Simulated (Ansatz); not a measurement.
`NC[SiH](N)O` and `CS[SiH](N)O` differ in one atom or group.

Ansatz, PBE0-D4/def2-TZVP geometries, multiplicity 1. Each molecule was computed in one conformer, which needn't be the lowest.

```
                                          property  `NC[SiH](N)O`
                 LUMO energy (PBE/def2-TZVPP) / eV          -0.09
              HOMO–LUMO gap (PBE0/def2-TZVPP) / eV           7.48
               LUMO energy (B3LYP/def2-TZVPP) / eV           0.43
size of the dipole moment (ωB97M-V/def2-TZVPP) / D           0.73
           HOMO–LUMO gap (ωB97M-V/def2-TZVPP) / eV          11.33
               HOMO energy (B3LYP/def2-TZVPP) / eV          -6.50
```

Give the same properties after the change, and the shifts. (Best estimate.)

The calculation gave: 
| property | `CS[SiH](N)O` | shift |
| --- | --- | --- |
| LUMO energy (PBE/def2-TZVPP) / eV | -0.41 | -0.32 |
| HOMO–LUMO gap (PBE0/def2-TZVPP) / eV | 7.21 | -0.27 |
| LUMO energy (B3LYP/def2-TZVPP) / eV | 0.22 | -0.21 |
| size of the dipole moment (ωB97M-V/def2-TZVPP) / D | 1.58 | 0.85 |
| HOMO–LUMO gap (ωB97M-V/def2-TZVPP) / eV | 11.08 | -0.25 |
| HOMO energy (B3LYP/def2-TZVPP) / eV | -6.49 | 0.01 |

Dipoles are sizes alone; their direction can turn.

B3LYP here is the variant with VWN-RPA as its local correlation; programs differ in this.
